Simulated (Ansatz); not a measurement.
`N[SiH2][CH2][GaH2]` → `[CH2]` (triplet) + `N[SiH2][GaH2]` at 500 K and 1 bar (formal loss of a carbene).

Isolated molecules relaxed with PBE0-D4/def2-TZVP in Ansatz; ΔE leaves out vibrations. CCSD(T)/CBS is the MP2 limit (def2-TZVPP, def2-QZVPP) plus CCSD(T) − MP2 in def2-TZVPP, frozen cores. This one scheme is used for every species. Triplets are unrestricted, without spin–orbit coupling. For Ga outer-core shells are correlated without core-valence functions, which leaves a few kJ/mol of doubt a bond. Scalar relativity is left out up to krypton. One conformer a species, not always the lowest.

| species | CCSD(T)/CBS energy (Eh) | H − E (kJ/mol) | S (J/(mol·K)) |
| --- | --- | --- | --- |
| `N[SiH2][CH2][GaH2]` | -2310.60918 | 271.2 | 452.0 |
| `[CH2]` (triplet) | -39.09499 | 62.7 | 213.9 |
| `N[SiH2][GaH2]` | -2271.33200 | 191.0 | 398.7 |

H − E and S are ideal-gas, rigid-rotor, harmonic terms from PBE0-D4/def2-TZVP, for one conformer and one mirror image of each species, with the whole ground term of open shells counted as degenerate. 1 Eh = 2625.50 kJ/mol, R = 8.31446 J/(mol·K).

By hand: ΔE, ΔH, ΔS and ΔG.

ΔE = (-39.09499) + (-2271.33200) − (-2310.60918) = 0.18219 Eh = 478.3 kJ/mol. Δ(H − E) = 62.7 + 191.0 − 271.2 = -17.5, so ΔH = 460.8 kJ/mol. ΔS = 213.9 + 398.7 − 452.0 = 160.6 J/(mol·K). ΔG = 460.8 − 500 × (160.6)/1000 = 380.5 kJ/mol.

By hand: the equilibrium constant, and the temperature at which ΔG would vanish if ΔH and ΔS stayed fixed.

log₁₀ K = −ΔG/(RT ln 10) = -39.7. ΔG = 0 at ΔH/ΔS = 2869 K, far beyond where these terms or the molecules hold.

The number of gas molecules changes by +1, which sets the sign of ΔS. A doubt of 5 kJ/mol in ΔE shifts log₁₀ K by 0.5 here. Other conformers and mirror images would add mixing entropy, several J/(mol·K) or more a flexible species. Modes under 60 cm⁻¹, often nearly free rotors, make the harmonic entropy too high. A triplet takes part, so the spin changes. These are equilibria of isolated gas molecules and say nothing of rates. Largest T1 diagnostic: 0.012 (customary marks: 0.02 for closed shells, 0.045 for open ones).
